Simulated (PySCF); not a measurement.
C4H11NSSi.
Z-matrix (Å and degrees, GFN2-xTB geometry), rows numbered from 1:
```
C 
N   1  1.2473
Si  2  1.7201  1  135.22
C   3  1.9133  2  103.93  1  -121.41
C   4  1.5236  3  110.39  2  -176.70
C   4  1.5162  3  110.05  2   -53.83
S   6  1.8348  4  113.37  3   175.19
H   1  1.0934  2  124.78  3    -0.68
H   1  1.0876  2  119.25  3   179.49
H   3  1.4607  2  102.76  1   122.51
H   3  1.4686  2  118.85  1    -1.02
H   4  1.0969  3  109.20  2    64.51
H   5  1.0883  4  110.41  3    59.27
H   5  1.0873  4  110.85  3   -60.80
H   5  1.0896  4  110.67  3   178.94
H   6  1.0891  4  111.62  3    54.04
H   6  1.0894  4  110.98  3   -67.80
H   7  1.3323  6   95.86  4   -60.34
```

Computed at PBE0/pcSseg-1 (PySCF, non-relativistic), with Q(14N) = 0.02044 b, Q(33S) = −0.0678 b: N2, 14N (I = 1): χzz = -4.996 MHz, η = 0.793; S7, 33S (I = 3/2): χzz = 45.55 MHz, η = 0.641.

Question: Find the zero-field quadrupole resonance frequencies of 14N at N2.

Answer: From ν± = (3/4)|χ|(1 ± η/3) and ν0 = |χ|η/2: ν+ 4.737 MHz, ν− 2.757 MHz, ν0 1.980 MHz (C=N nitrogen).

Question: Find the zero-field quadrupole resonance frequencies of 33S at S7.

Answer: From ν = (|χ|/2)√(1 + η²/3): ν = 24.28 MHz (thiol sulfur).

In a crystal, neighbours and librations shift these lines. Isolated species at its GFN2-xTB geometry (one conformer only). GFN2-xTB bond lengths can be off by several hundredths of an ångström, more for odd bonds, and the gradients follow them. With so small a basis the couplings can be 20 % off.
